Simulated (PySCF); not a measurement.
**Which determinant of SbI lies lowest?**

Unrestricted PBE0; basis Sb def2-TZVPP with ECP28, I def2-TZVPP with ECP28; scalar-relativistic core potentials; PySCF 2.14. Outer shells of the fragments: Sb 4d10 5s2 5p3; I 4d10 5s2 5p5.

Followed along the bond (rough minima from three points):

| 2Ms+1 | unpaired | ⟨S²⟩ at the start | R at minimum (Å) | Te (eV) |
| --- | --- | --- | --- | --- |
| 3 | π ↑↑ | 2.01 | 2.69 | 0.00 |
| 1 | π ↑↓ | 1.01 | 2.69 | 0.28 |
| 1 | none | 0.00 | 2.67 | 1.11 |
| 5 | σ ↑, π ↑↑↑ | 6.01 | none in the scan | ≤ 3.42 |

Solutions found at the starting distance of 2.675 Å, counted from the lowest of them; the search is not exhaustive and high or unbound solutions are not listed, so other states can lie among these:

```tsv
2Ms+1	unpaired	term	E (eV)	⟨S²⟩	⟨Lz²⟩	μ (D)
3	π ↑↑	³Σ⁻	0.00	2.01	0.00	-1.40
1	π ↑↓	mixed	0.28	1.01	2.02	-1.29
1	none	mixed	1.11	0.00	2.01	-0.91
3	σ ↑, π ↑	³Π	2.59	2.02	1.01	-1.56
1	σ ↓, π ↑	mixed	2.82	1.01	1.02	-1.48
3	π ↑↑	mixed	3.76	2.01	2.02	3.62
```

A term symbol is given only where ⟨S²⟩ and ⟨Lz²⟩ are close to those of a pure state; real π, δ and φ orbitals otherwise mix terms. A positive dipole means Sb(−)I(+).

Spin–orbit coupling is left out. Counting both spins, an empty level lies below a filled one in some of these solutions, because spin and occupation are held.
